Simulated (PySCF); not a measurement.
## Ionisation energy of Re³⁺ by level of theory

Re³⁺ [Xe] 4f14 5d4 [5d3/2^4, M_J = 0] → Re⁴⁺ [Xe] 4f14 5d3 [5d3/2^3, M_J = 3/2], as a difference of total energies. Computed with PySCF 2.14 in x2c-QZVPPall-2c (16s16p12d7f2g, 191 functions), with the two-component X2C-1e Hamiltonian. "Screened" scales the spin-orbit matrix elements by Boettger's factors to mimic the two-electron term; Breit and QED terms are absent.

```tsv
method	ionisation energy (eV)
GHF (spin-free)	39.091
GHF (screened spin-orbit)	38.799
```

The spin-free rows relax to the high-spin LS determinant and lack the spin-orbit shift.

The labels give the starting determinants; with spin-orbit coupling the two ends relaxed to ⟨J²⟩ = 2.73, ⟨L²⟩ = 5.64, ⟨S²⟩ = 5.63 and ⟨J²⟩ = 5.44, ⟨L²⟩ = 11.58, ⟨S²⟩ = 3.58.

The determinant of Re³⁺ and of Re⁴⁺ mixes levels of different J (the jj label is only the starting occupation), so the difference between spin-free and spin-orbit rows is not the physical spin-orbit shift.

For comparison: 39.1 ± 1.7 eV (theoretical estimate listed by NIST; NIST Atomic Spectra Database, ionization energies).
